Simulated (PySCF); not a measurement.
Compound: C2H5GeN3.
SMILES with atom numbers: `[GeH3:1][n:2]1[cH:3][cH:4][n:5][n:6]1` (hydrogens: H7, H8, H9 on Ge1; H10 on C3; H11 on C4)

Method: PBE0-D3(BJ)/def2-SVP geometry optimisation, gas phase in PySCF.

(1) Give the optimised bond lengths and angles.

Answers

(1) 
```tsv
bond	length (pm)	order
Ge1–N2	188.1	single
N2–C3	135.8	aromatic
C3–C4	137.6	aromatic
C4–N5	135.7	aromatic
N5–N6	128.8	aromatic
N2–N6	134.1	aromatic
Ge1–H7, Ge1–H8, Ge1–H9	153.1	single
C3–H10	108.7	single
C4–H11	108.8	single
```

Bonds in one row agree within 1 pm and their mean is given. Orders are formal, as drawn. A selection of angles:
```tsv
angle	degrees
N2–Ge1–H7	104.3
N2–Ge1–H8	107.2
H7–Ge1–H8	112.4
H8–Ge1–H9	112.8
Ge1–N2–C3	132.1
Ge1–N2–N6	117.8
C3–N2–N6	110.1
N2–C3–C4	104.1
N2–C3–H10	123.0
C4–C3–H10	132.9
C3–C4–N5	108.3
C3–C4–H11	129.8
N5–C4–H11	121.9
C4–N5–N6	109.1
N2–N6–N5	108.4
```

N2 (pyrrole-type nitrogen) is planar (angles 132.1°, 117.8° and 110.1°, sum 360.0°, 0.00 Å off the plane of its three neighbours). N5 (pyridine-type nitrogen) is bent (angle 109.1°). The N–N distances run from 1.288 Å (N5–N6, aromatic) to 1.341 Å (N2–N6, aromatic), a spread of 0.053 Å. The 5-membered ring N2–C3–C4–N5–N6 has internal angles of 104.1° to 110.1°; it is planar, 0.00 Å rms from its mean plane, widest ring torsion 0°. The 6 heavy atoms lie in one plane (0.001 Å rms). Ge1 (germanium bonded to N and 3 H) is distorted tetrahedral (angles from 104.3° to 112.8°).

Point group: Cs (tolerance 0.08 Å). PBE0-D3(BJ)/def2-SVP frequencies: not computed here.
